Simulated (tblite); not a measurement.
Species: C6H13OP.
Numbering: `[CH3:1][C@@H:2]1[CH2:3][CH2:4][CH2:5][CH2:6][P@H:7]1=[O:8]` (hydrogens: H9, H10, H11 on C1; H12 on C2; H13, H14 on C3; H15, H16 on C4; H17, H18 on C5; H19, H20 on C6; H21 on P7)

Structure used (GFN2-xTB), in Å, numbered top down from 1:
```xyz
21
C6H13OP angstrom
C      2.520    0.056    0.035
C      1.046    0.143    0.410
C      0.337   -1.206    0.370
C     -1.137   -1.101    0.755
C     -1.961   -0.327   -0.273
C     -1.548    1.136   -0.346
P      0.227    1.320   -0.734
O      0.733    2.694   -0.707
H      2.950    1.057    0.016
H      2.633   -0.383   -0.955
H      3.073   -0.551    0.750
H      0.953    0.584    1.411
H      0.418   -1.623   -0.637
H      0.841   -1.895    1.054
H     -1.550   -2.108    0.852
H     -1.224   -0.613    1.729
H     -3.020   -0.391   -0.011
H     -1.835   -0.789   -1.255
H     -1.704    1.642    0.613
H     -2.119    1.682   -1.101
H      0.359    0.691   -1.976
```

Computed values, GFN2-xTB/tblite, gas phase, harmonic and unscaled. Against measured fundamentals such values can be off by several per cent, at times by over 20. Modes of hydrogen on phosphorus can be 10 to 20 % off. One conformer, not necessarily the lowest.

Harmonic wavenumbers (cm⁻¹): 91.9, 154.3, 190.5, 213.0, 249.6, 288.6, 313.1, 344.0, 381.1, 427.0, 509.7, 653.8, 735.1, 755.3, 847.0, 866.4, 902.7, 914.7, 942.3, 951.6, 986.8, 1027.6, 1038.0, 1053.9, 1105.0, 1133.1, 1147.5, 1169.3, 1207.4, 1225.8, 1258.5, 1270.6, 1277.1, 1298.5, 1340.8, 1350.5, 1354.7, 1407.2, 1431.6, 1480.8, 1485.1, 1489.4, 1490.6, 1494.8, 2248.6, 2885.6, 2926.2, 2944.7, 2954.3, 2960.3, 2964.9, 2972.7, 2979.7, 2984.2, 3010.0, 3017.8, 3025.4.

A = 2237, B = 1726, C = 1060 MHz; mass 132.070 u (most abundant isotopes); point group C1, symmetry number 1.

Problem. What is the zero-point energy?

Solution. ½Σν̃ = 39565 cm⁻¹ = 473.31 kJ/mol.

Problem. What is S at 200 K and 1 bar for an ideal gas of classical rigid rotors and harmonic oscillators?

Solution. Translation 161.46, rotation 115.32, vibration 52.08: S = 328.9 J/(mol K).

Problem. And Cp and H(200 K) − H(0)?

Solution. Cp = 107.06 J/(mol K), of which vibrations give 73.81 (their classical limit is 57 R = 473.9); H(200 K) − H(0) = 13.16 kJ/mol without the zero-point energy, 6.51 from vibrations.

Problem. What must be added to the electronic energy to get the Gibbs energy at 200 K and 1 bar?

Solution. ZPE + [H(200 K) − H(0)] − T·S = 473.31 + 13.16 − 65.77 = 420.70 kJ/mol.

Problem. Which modes carry the vibrational entropy at 200 K?

Solution. 91.9 cm⁻¹: 11.90; 154.3 cm⁻¹: 7.86; 190.5 cm⁻¹: 6.32; 213.0 cm⁻¹: 5.53; 249.6 cm⁻¹: 4.48; 288.6 cm⁻¹: 3.59 J/(mol K); the other 51 give 12.39 together.

Problem. How do the functions run with temperature in this model?

Solution. 
```json
{"T (K)": "50", "S (J/(mol K))": "234.0", "Cp (J/(mol K))": "42.4", "H − H(0) (kJ/mol)": "1.79", "G − H(0) (kJ/mol)": "-9.91", "ln q(vib)": "0.09"}
{"T (K)": "100", "S (J/(mol K))": "270.3", "Cp (J/(mol K))": "65.6", "H − H(0) (kJ/mol)": "4.48", "G − H(0) (kJ/mol)": "-22.55", "ln q(vib)": "0.61"}
{"T (K)": "298.15", "S (J/(mol K))": "379.6", "Cp (J/(mol K))": "151.1", "H − H(0) (kJ/mol)": "25.77", "G − H(0) (kJ/mol)": "-87.40", "ln q(vib)": "4.37"}
{"T (K)": "373.15", "S (J/(mol K))": "417.4", "Cp (J/(mol K))": "186.8", "H − H(0) (kJ/mol)": "38.45", "G − H(0) (kJ/mol)": "-117.29", "ln q(vib)": "6.02"}
{"T (K)": "500", "S (J/(mol K))": "479.9", "Cp (J/(mol K))": "241.6", "H − H(0) (kJ/mol)": "65.73", "G − H(0) (kJ/mol)": "-174.22", "ln q(vib)": "8.95"}
{"T (K)": "750", "S (J/(mol K))": "593.8", "Cp (J/(mol K))": "319.9", "H − H(0) (kJ/mol)": "136.64", "G − H(0) (kJ/mol)": "-308.74", "ln q(vib)": "14.93"}
{"T (K)": "1000", "S (J/(mol K))": "693.4", "Cp (J/(mol K))": "371.2", "H − H(0) (kJ/mol)": "223.46", "G − H(0) (kJ/mol)": "-469.93", "ln q(vib)": "20.79"}
```

q(vib) and H(0) count from the zero-point level.

Problem. Blend soft modes into free rotors: weight 1/[1 + (100 cm⁻¹/ν̃)⁴] for the oscillator and the rest for a rotor with moment μB/(μ + B), μ = h/(8π²ν), B = 10⁻⁴⁴ kg m². What vibrational entropy results?

Solution. 51.75 J/(mol K) in place of 52.08, which changes −T·S at 200 K by +0.07 kJ/mol.

Hindered rotation and anharmonicity are outside this model. Other conformers, if any are populated, would add a mixing term that is left out. The structure is chiral; the term R ln 2 for an equal mix with its mirror image is left out.
